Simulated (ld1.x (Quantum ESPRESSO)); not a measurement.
# Before and after: TM potential for antimony

ld1.x (Quantum ESPRESSO) 7.5 input, shortened:

```
&input
   title='Sb', zed=51., rel=1, dft='PZ', iswitch=3,
   config='[Kr] 4d10 5s2 5p3'
 /
 &inputp
   pseudotype=2, tm=.true., lloc=2,
   nlcc=.false.
 /
3
5S  1  0   2.00   0.00  1.60  1.60  0.0
5P  2  1   3.00   0.00  2.25  2.25  0.0
4D  3  2  10.00   0.00  1.00  1.00  0.0
 &test
   configts(1)='4d10 5s2 5p3'
 /
```

Change: all radii scaled by about 0.84 (s 1.34, p 1.88, d 0.84 bohr).

Cutoffs: the cutoffs (Ry, on a coarse ladder) from which the occupation-weighted sum of valence levels, in a spherical-Bessel basis at the reference potential, stays within 10 and 1 mRy of its value at 400 Ry; they do not see the model core or the augmentation charge, which bear on the density cutoff. Errors are all-electron minus pseudo energies relative to the spin-unpolarised reference configuration.

**Question.** What does the change do?

**Answer.** Both files keep a bound ghost (p, s); the number of tests that count goes from 8 to 9; of the 8 tests that both files solve, the error grows in 1 and shrinks in 5 by more than 15 % and 0.3 meV (median size 4.1 → 3.3 meV).

```csv
quantity,base,changed
"cutoff, loose",110 Ry,230 Ry
"cutoff, tight",140 Ry,over 300 Ry
loose cutoff by channel (10 mRy a level),"s 30 Ry, p 6 Ry, d 90 Ry","s 60 Ry, p 25 Ry, d 140 Ry"
bound ghosts,"s, p","s, p"
"tests counted (converged, no solver errors)",8 of 9,9 of 9
"error for 4d10 5s2 5p2, meV [ΔE 8.52 eV]",-0.7,-0.9
"error for 4d10 5s2 5p1, meV [ΔE 24.77 eV]",+2.0,-0.2
"error for 4d10 5s2 5p0, meV [ΔE 49.56 eV]",+12,+0.1
"error for 4d10 5s1 5p3, meV [ΔE 17.34 eV]",+1.9,+5.9
"error for 4d10 5s0 5p5, meV [ΔE 16.65 eV]",-6.3,+5.8
"error for 4d10 5s1 5p4, meV [ΔE 8.21 eV]",-1.6,-0.1
"error for 4d10 5s2 5p3 (spin-polarised), meV [ΔE -1.09 eV]",+23,+19
"error for 4d10 5s2 5p2 (spin-polarised), meV [ΔE 7.93 eV]",+14,+11
```

Base: Tests not counted: 4d9 5s2 5p3 (solver errors, printed error -2027 eV). A true bound ghost makes a file unfit for plane-wave use even where its test errors are small: the radial tests pick states by their node count and pass the ghost by. Where a test does run into it, the solver fails or the error is huge.
